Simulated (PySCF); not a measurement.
How methods differ on the excitation energy of Pb²⁺

Pb²⁺ [Xe] 4f14 5d10 6s2 (1S) → Pb²⁺ [Xe] 4f14 5d10 6s1 6p1 (3P), as a difference of total energies. Calculation: PySCF 2.14, in x2c-TZVPPall with one added diffuse shell each of s, p, d, f type (12s8p7d4f, 99 functions); the spin-free X2C one-electron Hamiltonian (Gaussian nucleus). Correlated levels: valence and next inner shell: [Kr] 4d10 4f14 frozen. The calculations carry no spin-orbit coupling.

```json
{"method": "UHF", "excitation energy (eV)": "7.568"}
{"method": "MP2 (valence and next inner shell)", "excitation energy (eV)": "9.305"}
{"method": "SCS-MP2 (valence and next inner shell)", "excitation energy (eV)": "9.300"}
{"method": "CCSD (valence and next inner shell)", "excitation energy (eV)": "8.990"}
{"method": "CCSD(T) (valence and next inner shell)", "excitation energy (eV)": "9.053"}
```

**Question.** How much does correlation contribute at CCSD(T) (valence and next inner shell)?

**Answer.** 9.053 − (7.568) = 1.485 eV, measured against UHF.

A first-order spin-orbit estimate (lowest level to lowest level, LS coupling) adds -1.306 eV.
